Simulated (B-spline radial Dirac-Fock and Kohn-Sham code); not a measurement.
## Relativistic shifts of the levels of Zr⁴⁺

System: the Zr⁴⁺ ion, 1s2 2s2 2p6 3s2 3p6 3d10 4s2 4p6.

Both columns are ΔSCF binding energies of the configuration average from an atomic code on a B-spline grid: non-relativistic Hartree-Fock with a point nucleus, and Dirac-Fock with a finite nucleus and the Coulomb interaction alone, averaged over the two j levels with weights 2j+1.

| shell | Hartree-Fock (eV) | Dirac-Fock (eV) | shift (eV) | shift (%) |
| --- | --- | --- | --- | --- |
| 1s | 17697.9 | 18099.2 | +401.28 | +2.27 |
| 2s | 2504.9 | 2598.3 | +93.40 | +3.73 |
| 2p | 2287.4 | 2311.3 | +23.90 | +1.04 |
| 3s | 472.7 | 489.7 | +17.06 | +3.61 |
| 3p | 390.0 | 394.1 | +4.13 | +1.06 |
| 3d | 239.3 | 235.9 | -3.44 | -1.44 |
| 4s | 105.7 | 108.2 | +2.50 | +2.37 |
| 4p | 79.56 | 79.88 | +0.33 | +0.41 |

Relativity binds 1s, 2s, 2p, 3s, 3p, 4s, 4p more strongly, among those listed most of all 2s in relative terms, and 3d more weakly, because the contracted s and p shells screen the nucleus better.

Values without a named source are computed, but for edge energies of neutral atoms, which are taken from tables.
